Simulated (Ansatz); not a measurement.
A run for Ansatz (an electronic-structure program): U-CCSD(T)/cc-pVDZ on H6 ring, a point of a bond scan (R = 1.100 Å).

Ansatz 0.2 input:
```yaml
crystal:
  periodic: [false, false, false]
  atoms:
    - {symbol: H, position_ang: [1.10000000, 0.00000000, 0.00000000]}
    - {symbol: H, position_ang: [0.55000000, 0.95262794, 0.00000000]}
    - {symbol: H, position_ang: [-0.55000000, 0.95262794, 0.00000000]}
    - {symbol: H, position_ang: [-1.10000000, 0.00000000, 0.00000000]}
    - {symbol: H, position_ang: [-0.55000000, -0.95262794, 0.00000000]}
    - {symbol: H, position_ang: [0.55000000, -0.95262794, 0.00000000]}
basis:
  gaussian:
    orbitals: cc-pVDZ
correlation: {method: ccsd_t, electrons: outside_noble_gas}
scf: {omitted_lower_state_checks: [cluster_reference]}
magnetization: {spin_polarized: true, initial_magnetization: 0}
```

Program output:

```
WARN ansatz: RAYON_NUM_THREADS=2 ignored (pool sized by the plan → 2); use --threads N
Functional definition: HF
these checks for a lower state are left out or cut short: cluster_reference
integrals: 0.01 GiB planned
271 factors; integrals over basis functions are off by at most 1.2e-3 eV
mean field: 0.05 GiB planned
mean field evaluation 1: about -87.8174 eV, gradient 4.6e0 eV
mean field evaluation 2: about -87.8165 eV, gradient 4.6e0 eV
mean field evaluation 4: about -87.9833 eV, gradient 1.2e-2 eV
mean field evaluation 8: about -87.9832 eV, gradient 4.6e-6 eV
mean field -87.98323914 eV, -3.2333244010 hartree, gradient 4.6e-6 eV, S^2 0.000000; 0 other end points of the search recorded, 0 dependent functions left out
reference -87.98323914 eV, -3.2333244010 hartree; 3, 3 occupied and 27, 27 virtual orbitals, 271 factors
second order -3.01826619 eV of doubles, -0.00000000 eV of singles
coupled cluster: 0.06 GiB planned
cycle   1  -3.50095227 eV  change   -4.8e-1 eV  update   5.3e-2
cycle   2  -3.70340515 eV  change   -2.0e-1 eV  update   2.1e-2
cycle   3  -3.71888913 eV  change   -1.5e-2 eV  update   5.6e-3
cycle   4  -3.72174256 eV  change   -2.9e-3 eV  update   1.5e-3
cycle   5  -3.72151936 eV  change    2.2e-4 eV  update   2.9e-4
cycle   6  -3.72148134 eV  change    3.8e-5 eV  update   4.1e-5
cycle   7  -3.72150195 eV  change   -2.1e-5 eV  update   4.9e-6
cycle   8  -3.72149992 eV  change    2.0e-6 eV  update   8.8e-7
perturbative correction -0.08095583 eV, -0.0029750717 hartree
Total energy: -91.78569488 eV, -3.3730620723 hartree
Checks for a lower state left out: cluster_reference
```

The calculation finished and met its thresholds.

Cost: roughly 1.0 core-seconds.
